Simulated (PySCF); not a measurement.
Peak assignment

Geometry (Å), atoms numbered from 1 in this order:
```xyz
21

C    -1.751    0.966   -1.016
C    -1.525   -0.074    0.067
C    -2.598   -1.144    0.089
O    -0.273   -0.711   -0.149
Si    1.113   -0.326    0.707
Si    2.837   -1.611   -0.219
Si    1.658    1.962    0.573
H    -2.715    1.479   -0.879
H    -1.746    0.484   -2.006
H    -0.956    1.727   -1.005
H    -1.517    0.436    1.052
H    -2.610   -1.681   -0.872
H    -3.592   -0.705    0.259
H    -2.395   -1.874    0.886
H     0.939   -0.659    2.162
H     2.545   -3.073   -0.111
H     4.110   -1.316    0.511
H     3.020   -1.253   -1.659
H     2.929    2.199    1.329
H     1.867    2.370   -0.851
H     0.589    2.831    1.160
```

[PySCF 2.14.0 with density-fitted response routines: shieldings: GIAO KT3/pcSseg-1; geometry: PBE0-D3(BJ)/def2-SVP; fast rotation and ring inversion assumed for equivalent nuclei; no solvent; one computed conformer; no relativistic terms]

References, each an isolated molecule treated in the same way: TMS for 13C (σ = 182.31 ppm) and 1H (σ = 31.32 ppm).

Question: Assign these signals to the numbered atoms. 13C{1H} NMR (computed): δ 72.7, 25.9.

Answer: 
```tsv
δ (ppm)	atoms	environment	reason
72.7	C2	sp3 CH bonded to O	pulled downfield by the heteroatom
25.9	C1/C3	methyl carbon	aliphatic region, no heteroatom directly attached
```

Question: Assign these signals to the numbered atoms. 1H NMR (400 MHz, computed): δ 5.54 (sept, 1H), 3.60 (sept, 1H), 3.45 (d, 6H), 1.12 (d, 6H).

Answer: 
5.54 → H15, hydrogen on a silicon bonded to O, 2 Si
3.60 → H11, hydrogen on an sp3 CH bonded to O: its carbon carries O, an electronegative neighbour
3.45 → H16/H17/H18/H19/H20/H21, hydrogen on a silicon bonded to Si
1.12 → H8/H9/H10/H12/H13/H14, hydrogen on a methyl carbon

Shifts are as computed, not scaled to solution data. Of 1309 compounds with measured shifts, 239 miss one by over three times the rms of a fit or turn the order of signals round; such compounds aren't used in these exercises. No couplings were computed; multiplicities are counted from neighbouring protons, with m where these are inequivalent, close in shift, in a saturated or five-membered ring or joined by F or P, and br s for small geminal =CH2 splittings.
